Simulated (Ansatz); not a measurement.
# Nudged elastic band run: Cl$_{2}$GaH$_{3}$O

Input:

```yaml
crystal:
  periodic: [false, false, false]
  atoms:
    - { symbol: Ga, position_ang: [-0.008764, -0.235883, 0.151586] }
    - { symbol: O, position_ang: [0.010415, -0.608406, 1.903319] }
    - { symbol: H, position_ang: [-0.896568, -0.595391, 2.26485] }
    - { symbol: Cl, position_ang: [1.833742, -0.331653, -0.929166] }
    - { symbol: Cl, position_ang: [-1.852459, 0.154001, -0.888311] }
    - { symbol: H, position_ang: [0.357378, 2.390541, 0.664981] }
    - { symbol: H, position_ang: [0.354054, 2.012391, 1.337641] }
basis:
  gaussian: { orbitals: def2-SVP }
hamiltonian:
  xc: pbe
  dispersion: d4
neb:
  order_check: false
  images: 7
  f_tol: 0.05
  max_iterations: 60
  final_atoms:
    - { symbol: Ga, position_ang: [0.21922893, 0.68500291, -0.18224923] }
    - { symbol: O, position_ang: [0.06443669, 0.08874907, 1.87055734] }
    - { symbol: H, position_ang: [-0.83580251, -0.31014913, 1.79897273] }
    - { symbol: Cl, position_ang: [1.7845395, -0.62418571, -0.91593146] }
    - { symbol: Cl, position_ang: [-1.81840832, -0.12899018, -0.47244055] }
    - { symbol: H, position_ang: [0.41347557, 2.2340796, -0.08218587] }
    - { symbol: H, position_ang: [-0.02967185, 0.84109345, 2.48817704] }
  initial_path:
    images:
      - { positions_ang: [[-0.008764, -0.235883, 0.151586], [0.010415, -0.608406, 1.903319], [-0.896568, -0.595391, 2.26485], [1.833742, -0.331653, -0.929166], [-1.852459, 0.154001, -0.888311], [0.357378, 2.390541, 0.664981], [0.354054, 2.012391, 1.337641]] }
      - { positions_ang: [[-0.00850035, -0.17324187, 0.11140307], [0.00759328, -0.46505601, 1.96005586], [-0.90072442, -0.52436507, 2.31462706], [1.85738316, -0.24541551, -0.98079277], [-1.87706488, 0.13251963, -0.946734], [0.37240424, 2.22388577, 0.65349932], [0.34670696, 1.83727305, 1.39284146]] }
      - { positions_ang: [[-0.0082367, -0.11060073, 0.07122015], [0.00477157, -0.32170602, 2.01679273], [-0.90488084, -0.45333914, 2.36440413], [1.88102433, -0.15917801, -1.03241954], [-1.90167075, 0.11103825, -1.00515701], [0.38743048, 2.05723054, 0.64201763], [0.33935992, 1.66215511, 1.44804191]] }
      - { positions_ang: [[-0.00797305, -0.0479596, 0.03103722], [0.00194985, -0.17835603, 2.07352959], [-0.90903726, -0.3823132, 2.41418119], [1.90466549, -0.07294052, -1.08404631], [-1.92627663, 0.08955688, -1.06358001], [0.40245672, 1.89057531, 0.63053595], [0.33201288, 1.48703716, 1.50324237]] }
      - { positions_ang: [[-0.0077094, 0.01468153, -0.0091457], [-0.00087186, -0.03500604, 2.13026646], [-0.91319368, -0.31128727, 2.46395825], [1.92830666, 0.01329698, -1.13567308], [-1.95088251, 0.06807551, -1.12200302], [0.41748296, 1.72392008, 0.61905426], [0.32466583, 1.31191921, 1.55844283]] }
      - { positions_ang: [[0.04902518, 0.18226188, -0.05242159], [0.01545527, -0.00406727, 2.06533918], [-0.89384589, -0.31100274, 2.29771187], [1.89236487, -0.14607369, -1.08073768], [-1.91776396, 0.01880909, -0.9596124], [0.41648111, 1.85145996, 0.44374423], [0.23608141, 1.19421277, 1.79087638]] }
      - { positions_ang: [[0.10575976, 0.34984222, -0.09569747], [0.03178241, 0.02687151, 2.0004119], [-0.8744981, -0.3107182, 2.13146549], [1.85642308, -0.30544437, -1.02580227], [-1.88464541, -0.03045734, -0.79722178], [0.41547926, 1.97899984, 0.26843419], [0.14749699, 1.07650633, 2.02330994]] }
      - { positions_ang: [[0.16249434, 0.51742256, -0.13897335], [0.04810955, 0.05781029, 1.93548462], [-0.85515031, -0.31043367, 1.96521911], [1.82048129, -0.46481504, -0.97086687], [-1.85152687, -0.07972376, -0.63483116], [0.41447742, 2.10653972, 0.09312416], [0.05891257, 0.95879989, 2.25574349]] }
      - { positions_ang: [[0.21922893, 0.68500291, -0.18224923], [0.06443669, 0.08874907, 1.87055734], [-0.83580251, -0.31014913, 1.79897273], [1.7845395, -0.62418571, -0.91593146], [-1.81840832, -0.12899018, -0.47244055], [0.41347557, 2.2340796, -0.08218587], [-0.02967185, 0.84109345, 2.48817704]] }
```

Command:

```bash
$ ansatz run input.yaml --threads 2 --pin off --max-ram 3072MiB --backend cpu --events-out ev --progress --plain --runs-dir out
```

Output, in part (warnings, iteration lines, the closing report on the highest movable image, with atoms numbered from 0):

```
NEB end point (image 0): max|allowed force component| = 1.930e-2 eV/Å (the criterion of neb.relax_end_points is 1.000e-2)
NEB end point (image 8): max|allowed force component| = 2.680e-2 eV/Å (the criterion of neb.relax_end_points is 1.000e-2)
NEB iter   1: max|band force component| = 2.222e0 eV/Å  barrier→ = 1.4463 eV  barrier← = 1.9937 eV  Δτ_max = 0.2000 Å  (243 SCF iters)
NEB iter   2: max|band force component| = 1.551e0 eV/Å  barrier→ = 0.8040 eV  barrier← = 1.3514 eV  Δτ_max = 0.1899 Å  (217 SCF iters)
NEB iter   3: max|band force component| = 1.315e0 eV/Å  barrier→ = 0.8044 eV  barrier← = 1.3518 eV  Δτ_max = 0.1181 Å  (209 SCF iters)
NEB iter   4: max|band force component| = 1.198e0 eV/Å  barrier→ = 0.6372 eV  barrier← = 1.1846 eV  Δτ_max = 0.1117 Å  (194 SCF iters)
NEB iter   5: max|band force component| = 6.582e-1 eV/Å  barrier→ = 0.6124 eV  barrier← = 1.1599 eV  CI = image 3  Δτ_max = 0.1385 Å  (192 SCF iters)
NEB iter   6: max|band force component| = 3.707e0 eV/Å  barrier→ = 0.7172 eV  barrier← = 1.2647 eV  CI = image 3  Δτ_max = 0.0708 Å  (201 SCF iters)
NEB iter   7: max|band force component| = 7.212e-1 eV/Å  barrier→ = 0.6888 eV  barrier← = 1.2362 eV  CI = image 3  Δτ_max = 0.0511 Å  (188 SCF iters)
NEB iter   8: max|band force component| = 2.548e-1 eV/Å  barrier→ = 0.6887 eV  barrier← = 1.2361 eV  CI = image 3  Δτ_max = 0.0248 Å  (192 SCF iters)
NEB iter   9: max|band force component| = 1.142e-1 eV/Å  barrier→ = 0.6883 eV  barrier← = 1.2358 eV  CI = image 3  Δτ_max = 0.0045 Å  (184 SCF iters)
NEB iter  10: max|band force component| = 3.594e-2 eV/Å  barrier→ = 0.6883 eV  barrier← = 1.2357 eV  CI = image 3  Δτ_max = 0.0000 Å  (352 SCF iters)
Total energy: -79485.02396059 eV, -2921.0207536673 hartree
Atom 0 at     0.082244     0.248152    -0.014049 Å, force    -0.002116    -0.004049     0.013930 eV/Å
Atom 1 at     0.076179    -0.042030     1.900843 Å, force    -0.012917     0.004214    -0.018807 eV/Å
Atom 2 at    -0.787158    -0.325664     2.266364 Å, force     0.007122    -0.004764     0.006836 eV/Å
Atom 3 at     1.874226    -0.338950    -1.038292 Å, force     0.000530     0.000160    -0.000061 eV/Å
Atom 4 at    -1.862866     0.081323    -0.928121 Å, force     0.002482    -0.000090    -0.000181 eV/Å
Atom 5 at     0.271472     1.896774     0.779140 Å, force     0.001911     0.002132     0.004257 eV/Å
Atom 6 at     0.143701     1.265995     1.539016 Å, force     0.002988     0.002397    -0.005975 eV/Å
Dipole moment:    -0.245949     0.099351     0.416768 e Å
```

The run converged. A vibrational analysis at the climbing image gives one clearly imaginary mode, 1051i cm⁻¹: a first-order saddle point. The orbitals stay closed-shell, which can raise the energy where a bond breaks towards radicals; this wasn't checked here.

Final band (atoms are numbered from 1 in the order of the input):

```tsv
image	path coordinate (Å)	energy (kJ/mol)	H6–H7 (Å)	Ga1–H6 (Å)	O2–H7 (Å)
0	0.00	0.0	0.77	2.70	2.70
1	0.44	3.8	0.78	2.47	2.27
2	0.88	28.8	0.81	2.13	1.81
3	1.31	66.4	1.00	1.84	1.36
4	1.68	18.2	1.37	1.68	1.06
5	2.05	-23.5	1.80	1.59	0.99
6	2.42	-40.6	2.24	1.57	0.98
7	2.79	-49.6	2.63	1.57	0.98
8	3.16	-52.8	2.96	1.56	0.98
```

Time of the run: 120 s on 2 threads of Arm Neoverse V1, with other jobs on the host, peak memory 0.16 GiB.
